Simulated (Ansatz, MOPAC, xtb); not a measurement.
Spectroscopic constants of SN-, multiplicity 3 (lowest of 2S+1 = 1, 3, 5 at CCSD(T)/def2-TZVPP on PBE0 minima; our sources give no spin for the ground state, which may be another).

The constants come from a fifth-degree fit in 1/R (seven points, main isotopes). Runs in def2 and cc sets follow the lowest solution found near the PBE0 minimum.

Frozen-core correlation. CBS(a, b) extrapolates the correlation energy as X⁻³ and adds the Hartree–Fock energy of set b. The state that PM7 reach isn't checked; PM7 holds dispersion and hydrogen-bond terms.

Programs: Ansatz (an electronic-structure program) with Gaussian orbitals; MOPAC for PM7 (differences of heats of formation); xtb for the GFN methods. Values without a source in brackets are computed. The GFN methods have no spin term and hold the electronic entropy of 300 K.

```tsv
level	r_e (Å)	ω_e (cm⁻¹)	ω_e x_e (cm⁻¹)
PM7	1.615	973	3.4
GFN1-xTB	1.611	?	4.7
GFN2-xTB	1.557	1074	6.1
r2SCAN/def2-TZVPP	1.597	942	5.5
B3LYP/def2-TZVPP	1.599	933	5.5
CCSD/aug-cc-pV(T+d)Z	1.591	943	6.0
CCSD(T)/CBS(aug-cc-pV(T+d)Z, aug-cc-pV(Q+d)Z)	1.585	951	5.8
CCSD(T)/CBS(def2-TZVPP, def2-QZVPP)	?	?	6.0
```

Task: Some entries are withheld; supply them.

Result: 
- CCSD(T)/CBS(def2-TZVPP, def2-QZVPP), r_e (Å): 1.588
- CCSD(T)/CBS(def2-TZVPP, def2-QZVPP), ω_e (cm⁻¹): 950
- GFN1-xTB, ω_e (cm⁻¹): 968
